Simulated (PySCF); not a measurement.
MP2, SCS-MP2 and SOS-MP2 from spin components

System: C$_{3}$H$_{13}$NSi$_{3}$ (SMILES C[Si@@H]1CC[SiH2]N1[SiH3]), singlet, at the geometry of the source list. Level: MP2/STO-3G run with PySCF. Sums are taken with unrounded values, so a last digit can differ.

Here is a job for PySCF.
```python
from pyscf import gto, scf, mp

mol = gto.Mole()
mol.atom = '''
    C    -0.70110000    1.79570000    1.70080000
    Si   -0.39230000    0.79900000    0.17710000
    C    -1.83130000   -0.40600000   -0.17100000
    C    -1.22390000   -1.51280000   -1.04290000
    Si    0.59720000   -1.66000000   -0.52690000
    N     0.96340000   -0.22970000    0.33080000
    Si    2.38630000    0.48470000   -0.21760000
    H    -0.81840000    1.15370000    2.57950000
    H     0.12330000    2.48700000    1.90130000
    H    -1.61410000    2.39090000    1.60140000
    H    -0.25300000    1.67020000   -1.01530000
    H    -2.18590000   -0.81870000    0.78100000
    H    -2.67300000    0.08530000   -0.66830000
    H    -1.26560000   -1.22610000   -2.10080000
    H    -1.76660000   -2.45600000   -0.92820000
    H     1.43940000   -1.86550000   -1.73020000
    H     0.75930000   -2.79140000    0.41300000
    H     2.29420000    0.82720000   -1.65840000
    H     3.51960000   -0.44340000    0.00710000
    H     2.64250000    1.71600000    0.56750000
'''
mol.basis = 'sto-3g'
mol.verbose = 4
mol.build()

mf = scf.RHF(mol)
mf.kernel()

pt = mp.MP2(mf)
pt.kernel()
print('E(MP2) = %.10f' % pt.e_tot)
```

It gave an SCF energy of -1030.448553 Eh, a same-spin correlation energy of -0.044706 Eh and an opposite-spin one of -0.291362 Eh.

Work out the MP2, SCS-MP2 (6/5 and 1/3) and SOS-MP2 (1.3 and 0) correlation and total energies.

MP2: -0.291362 + (-0.044706) = -0.336068 Eh, total -1030.784621 Eh, as the program printed. SCS-MP2: 1.2 × (-0.291362) + (-0.044706)/3 = -0.364537 Eh, total -1030.813090 Eh. SOS-MP2: 1.3 × (-0.291362) = -0.378771 Eh, total -1030.827324 Eh. Opposite spins carry 87 % of the MP2 correlation; same-spin pairs are already kept apart by exchange.
